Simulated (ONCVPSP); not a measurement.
**Configuration tests for platinum (ONCV)**

ONCVPSP 4.0.1 input, shortened (lines: element, Z, core and valence counts, functional; n l f; lmax; l rc ep ncon nbas qcut; lloc lpopt rc5 dvloc0; l nproj debl; icmod fcfact rcfact), Wu-Cohen, scalar-relativistic:

```
  Pt 78.00   10    3  -118130      upf
    1    0    2.00
    2    0    2.00
    2    1    6.00
    3    0    2.00
    3    1    6.00
    3    2   10.00
    4    0    2.00
    4    1    6.00
    4    2   10.00
    4    3   14.00
    5    0    2.00
    5    1    6.00
    5    2    8.00
    3
    0    1.50    0.00    4    8    7.20
    1    1.50    0.00    3    6   11.00
    2    1.90    0.00    4    8    8.30
    3    2.00    0.07    3    6    5.00
    4    3    1.25    0.00
    0    3    3.30
    1    2    2.80
    2    2    1.20
    3    1    1.00
    0    0.00    0.00
```

In the s channel the program set the typed energies aside and used -4.515, 0.050, 3.350 Ha. In the p channel the program set the typed energies aside and used -2.825, 0.250 Ha.

Energies are relative to the spin-unpolarised reference configuration 5s2 5p6 5d8; without spin polarisation the order of configurations can differ from experiment.

```csv
valence configuration,charge,ΔE all-electron (eV),error AE − PS (meV)
5s2 5p6 5d9 6s1,0,-29.234,+5.6
5s2 5p6 5d9,+1,-20.002,+1.8
```

**Question.** What are ΔE and the potential's error for 5s2 5p6 5d7?

**Answer.** ΔE = 32.257 eV all-electron; the error (AE − PS) is -8.7 meV.

**Question.** What are ΔE and the potential's error for 5s2 5p6 5d8 6s2?

**Answer.** ΔE = -28.261 eV all-electron; the error (AE − PS) is +6.3 meV.

Levels in the configuration 5s2 5p6 5d7:

| level | all-electron (eV) | pseudo (eV) |
| --- | --- | --- |
| 5s | -137.113 | -137.132 |
| 5p | -90.890 | -90.901 |
| 5d | -38.806 | -38.810 |
